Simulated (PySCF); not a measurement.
**Assignment exercise: C₄H₅F₃O₂Si**

Numbering as in the mapped SMILES `[O:1]=[CH:2][O:3][SiH2:4][CH2:5][C:6]([F:7])=[C:8]([F:9])[F:10]`. Hydrogens are named by the atom that carries them.

PySCF 2.14.0 with density-fitted response routines calculation with structure optimised with GFN2-xTB and shieldings: GIAO PBE0/pcSseg-1; isolated molecule, a single conformation, relativity neglected, averaged over atoms made equivalent by symmetry, fast rotation or ring inversion.

Referencing at the same level of theory: TMS for 13C and 1H.

Task: Assign these signals to the numbered atoms. 13C{1H} NMR (computed): δ 166.4, 165.3, 135.2, 15.9.

Result: 
```tsv
δ (ppm)	atoms	environment	reason
166.4	C8	fully substituted alkene carbon	–
165.3	C2	carbonyl carbon	–
135.2	C6	fully substituted alkene carbon	an sp2 carbon of a C=C bond
15.9	C5	allylic sp3 CH2 bonded to Si	–
```

C8 and C2 lie closer than the usual error of such a calculation, so a measured spectrum could show them in the other order.

Task: Assign these signals to the numbered atoms. 1H NMR (400 MHz, computed): δ 8.06 (s, 1H), 5.23 (t, 2H), 2.28 (m, 2H).

Result: 
| δ (ppm) | atoms | environment | reason |
| --- | --- | --- | --- |
| 8.06 | H(C2) | hydrogen on a carbonyl carbon | – |
| 5.23 | H(Si4) | hydrogen on a silicon bonded to C, O | – |
| 2.28 | H(C5) | hydrogen on an allylic sp3 CH2 bonded to Si | allylic position |

Splittings by 19F in the carbon and heteronuclear signals aren't shown, as no couplings were computed. Shifts are as computed. Against solution values, carbons near 30 ppm lie about +3 ppm off and those near 130 ppm about +5 ppm. Of 1309 compounds with measured shifts, 239 miss one by over three times the rms of a fit or turn the order of signals round; such compounds aren't used in these exercises. Multiplicities follow the n + 1 count of equivalent neighbours, as no J values were calculated; m marks all less simple cases, F and P coupling included.
